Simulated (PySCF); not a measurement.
Species: C5H6F3S (doublet state).
Structure used (GFN2-xTB), in Å, numbered top down from 1:
```
atom  x, y, z in Å
C1     0.5261   -1.6295   -0.4325
C2     0.0584   -0.6174    0.3579
C3     0.6830    0.5460    0.7560
C4     2.0310    0.9859    0.3347
S5    -1.6394   -0.8225    0.9805
C6    -2.4331    0.0818   -0.3853
F7    -3.7507    0.1154   -0.2228
F8    -2.1869   -0.4799   -1.5726
F9    -2.0055    1.3467   -0.4690
H10   -0.0865   -2.4812   -0.6592
H11    1.5165   -1.6038   -0.8471
H12    0.1491    1.2084    1.4207
H13    2.4880    0.2998   -0.3704
H14    1.9669    1.9755   -0.1211
H15    2.6788    1.0828    1.2081
```

The hyperfine couplings belong to this conformer and change with its torsions.

The species is `C=C([CH]C)SC(F)(F)F` [radical].

Level of theory: UKS B3LYP, pcH-1 on C F H S, non-relativistic, mean-field spin-orbit, GIAO (PySCF 2.14.0). The structure is a single GFN2-xTB conformer in the gas phase; no vibrational or solvent corrections. The geometry wasn't refined by DFT: couplings that depend on bond lengths, twists or pyramidal angles can differ widely from those at the functional's own minimum. Stability of the SCF solution: not tested. ⟨S²⟩ is 0.777 where a pure state has 0.75.

(1) What is the g tensor, term by term?

(2) At 9.489 GHz, how far is the centre of the isotropic spectrum from where a free electron (g = 2.002319) resonates?

(3) How much does each term add to the isotropic shift?

(4) In a frozen sample, at which fields do the three g values resonate at 9.5, 34, 94 and 263 GHz (hyperfine left aside), and which band first spreads them over more than twice a line width of 0.3 mT?

Answers

(1) 
```json
{"Δg (ppm)": "relativistic mass correction", "1": "-139", "2": "-139", "3": "-139"}
{"Δg (ppm)": "gauge correction", "1": "0", "2": "31", "3": "25"}
{"Δg (ppm)": "orbital Zeeman/spin–orbit", "1": "117", "2": "587", "3": "656"}
{"Δg (ppm)": "total", "1": "-22", "2": "479", "3": "542"}
```

So g = 2.00230, 2.00280, 2.00286 and g_iso = 2.00265; the tensor is close to axial: the two nearest values differ by 11 % of g3 − g1. Axes: g2 points within 5° of the C2–C3 bond.

(2) B = hν/(g μB) with μB/h = 13.99624 MHz/mT gives 338.59 mT for the free electron and 338.53 mT at g_iso, 0.06 mT lower.

(3) The orbital-Zeeman/spin–orbit term 453, the mass correction -139 and the gauge correction 19 ppm, for a total of 333 ppm. The orbital-Zeeman/spin–orbit term is the largest in size. The mass correction is the same along every axis, so the anisotropy comes from the other two: their spans along these axes are 31 (gauge) and 539 ppm (orbital Zeeman/spin–orbit).

(4) 
```
band    GHz  B(g3) mT  B(g2) mT  B(g1) mT  spread mT
   X    9.5    338.89    338.90    338.99       0.10
   Q   34.0   1212.88   1212.91   1213.22       0.34
   W   94.0   3353.25   3353.35   3354.19       0.95
   J  263.0   9381.95   9382.25   9384.60       2.64
```

The spread grows in proportion to the frequency. W band is the first where it exceeds 0.6 mT.

Largest spin populations (Mulliken): C1 (+0.68), C3 (+0.66) and C2 (-0.26). The angles at C1 add up to 360.0°, so it is planar; its axial dipolar tensor and the negative couplings of its protons fit spin in a p orbital normal to that plane.

The HOMO–LUMO gaps are 5.40 eV among the α and 4.63 eV among the β orbitals.
